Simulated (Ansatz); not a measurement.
`CC[NH][GaH2]` + `[CH3][SnH2][AlH2]` → `[CH3][SnH2][GaH2]` + `CC[NH][AlH2]`  (redistribution)

Isolated molecules relaxed with PBE0-D4/def2-TZVP in Ansatz; ΔE leaves out vibrations. CCSD(T)/CBS adds triple-zeta CCSD(T) − MP2 to the extrapolated MP2 energy (def2 sets, frozen cores). Functionals use def2-TZVPP. def2 core potentials past Kr. For Ga, Sn outer-core shells are correlated without core-valence functions, which leaves a few kJ/mol of doubt a bond. Scalar relativity is left out up to krypton. One conformer a species, not always the lowest.

| species | ωB97M-V energy (Eh) |
| --- | --- |
| `CC[NH][GaH2]` | -2060.50249 |
| `[CH3][SnH2][AlH2]` | -498.92783 |
| `[CH3][SnH2][GaH2]` | -2181.26392 |
| `CC[NH][AlH2]` | -378.18926 |

(1) Work out ΔE.

(2) What do rigid-rotor, harmonic-oscillator terms from PBE0-D4/def2-TZVP frequencies (298.15 K, 1 bar) make of the CCSD(T)/CBS value? (An estimate is asked.)

Largest T1 diagnostic among the species: 0.014.

Answers

(1) ΔE = (-2181.26392) + (-378.18926) − (-2060.50249) − (-498.92783) = -0.02286 Eh = -0.62 eV. CCSD(T)/CBS gives -0.53 eV.

(2) The calculation gave: ΔZPE = 0.00 eV, ΔH = -0.53 eV, ΔS = 1 J/(mol·K), ΔG = -0.54 eV. Modes under 50 cm⁻¹ make the entropy rough.

Leaving LDA and LC-ωPBE aside and taking each functional with its dispersion term where it has one, the values, not all of them listed here, spread over 0.11 eV, from BHLYP-D4 to revPBE-D4. LDA lies +0.04 eV from PBE without D4. At CCSD(T), def2-SVP lies +0.04 eV from the extrapolated value and def2-TZVPP −0.00 eV.
